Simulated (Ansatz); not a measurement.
```yaml
crystal:
  periodic: [false, false, false]
  atoms:
    - {symbol: Si, position_ang: [-1.141717, -1.343726, 0.662135]}
    - {symbol: Cl, position_ang: [-0.730142, -0.735953, 2.497852]}
    - {symbol: Cl, position_ang: [-0.874717, -3.264411, 0.506600]}
    - {symbol: Cl, position_ang: [-2.622262, -0.431994, -0.221259]}
    - {symbol: O, position_ang: [0.426886, -0.256643, -0.258699]}
    - {symbol: Si, position_ang: [0.891915, 1.167656, -0.594139]}
    - {symbol: H, position_ang: [2.675024, 0.761468, -1.062689]}
    - {symbol: H, position_ang: [0.329536, 1.670535, -1.630536]}
    - {symbol: H, position_ang: [0.908213, 2.046229, 0.102226]}
basis:
  gaussian: {orbitals: def2-mTZVPP, final_grid: {core_spheres: 8, valence_spheres: 7, degree: 23}}
total_charge: 1
magnetization: {spin_polarized: true, initial_magnetization: 1}
hamiltonian: {xc: {name: BLYP}, dispersion: d4}
scf: {omitted_lower_state_checks: [starts]}
output: {forces: true}
```

```sh
$ ansatz run in.yaml --threads 2 --pin off --events-out ev --progress --plain --max-ram 31744MiB --backend cpu
```

Output, abridged:

```
Functional definition: BLYP
1599 factors; their error is unknown
mean field evaluation 1: about -55393.9298 eV, gradient 6.9e1 eV
mean field evaluation 2: about -55220.1199 eV, gradient 1.5e2 eV
mean field evaluation 4: about -55410.5600 eV, gradient 1.7e1 eV
mean field evaluation 8: about -55411.9051 eV, gradient 9.0e-1 eV
mean field evaluation 16: about -55411.8843 eV, gradient 1.4e-3 eV
mean field -55411.88425474 eV, -2036.3491868377 hartree, gradient 1.4e-5 eV, S^2 0.757699; 0 other end points of the search recorded, 0 dependent functions left out
reference -55411.88473595 eV, -2036.3492045216 hartree; 45, 44 occupied and 129, 130 virtual orbitals, 1599 factors
Total energy: -55412.66888962 eV, -2036.3780216377 hartree
Atom 0 at    -1.141717    -1.343726     0.662135 Å, force     2.468811     1.441847    -0.121979 eV/Å
Atom 1 at    -0.730142    -0.735953     2.497852 Å, force     0.043008     0.452634     1.126689 eV/Å
Atom 2 at    -0.874717    -3.264411     0.506600 Å, force     0.198384    -1.375259    -0.609155 eV/Å
Atom 3 at    -2.622262    -0.431994    -0.221259 Å, force    -1.216662     0.571762    -0.871476 eV/Å
Atom 4 at     0.426886    -0.256643    -0.258699 Å, force    -2.297795    -4.238171     1.460635 eV/Å
Atom 5 at     0.891915     1.167656    -0.594139 Å, force     2.988552   -10.065060    -6.340122 eV/Å
Atom 6 at     2.675024     0.761468    -1.062689 Å, force    -1.084573     0.182933     0.242764 eV/Å
Atom 7 at     0.329536     1.670535    -1.630536 Å, force    -2.068094     1.649071    -5.457533 eV/Å
Atom 8 at     0.908213     2.046229     0.102226 Å, force     0.968369    11.380244    10.570177 eV/Å
Dipole moment:     0.675727     0.681495    -0.465126 e Å
Checks for a lower state left out: starts
```

Hardware: 2 threads of AMD EPYC 7R13 on a shared host. Wall time 3.2 s.

The dipole of an ion depends on the origin.
